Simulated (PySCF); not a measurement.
## Successive ionisation energies of tin

Calculated with PySCF 2.14, two-component X2C-1e (Gaussian nucleus, no Breit or QED terms), each ion in its own even-tempered basis; GMP2 freezes the deep shells of the larger ions and drops the highest virtual spinors; eV.

```
  ion      configuration  GHF (screened spin-orbit)  GMP2 (screened spin-orbit)           NIST            kind
Sn¹⁴⁺               [Kr]                     379.25                      380.32        379 ± 3     theoretical
Sn¹⁵⁺  [Ar] 3d10 4s2 4p5                     406.17                      407.35        407 ± 3     theoretical
Sn¹⁶⁺  [Ar] 3d10 4s2 4p4                     436.32                      437.23        437 ± 3     theoretical
Sn¹⁷⁺  [Ar] 3d10 4s2 4p3                     466.08                      466.66        466 ± 3     theoretical
Sn¹⁸⁺  [Ar] 3d10 4s2 4p2                     503.54                      505.13        506 ± 3     theoretical
Sn¹⁹⁺  [Ar] 3d10 4s2 4p1                     535.91                      536.64        537 ± 4     theoretical
Sn²⁰⁺      [Ar] 3d10 4s2                     604.61                      607.01        608 ± 4     theoretical
Sn²¹⁺      [Ar] 3d10 4s1                     637.25                      638.39  642.35 ± 0.22  semi-empirical
Sn²²⁺          [Ar] 3d10                     1128.6                      1130.0       1127 ± 4     theoretical
Sn²³⁺           [Ar] 3d9                     1196.2                      1197.6       1195 ± 4     theoretical
Sn²⁴⁺           [Ar] 3d8                     1269.9                      1271.1       1269 ± 4     theoretical
Sn²⁵⁺           [Ar] 3d7                     1347.4                      1348.3       1347 ± 4     theoretical
```

(1) Where is the largest relative jump?

Answers

(1) From Sn²¹⁺ to Sn²²⁺: 638.39 to 1130.0 eV, where the electron removed from [Ar] 3d10 comes from a deeper shell or subshell.
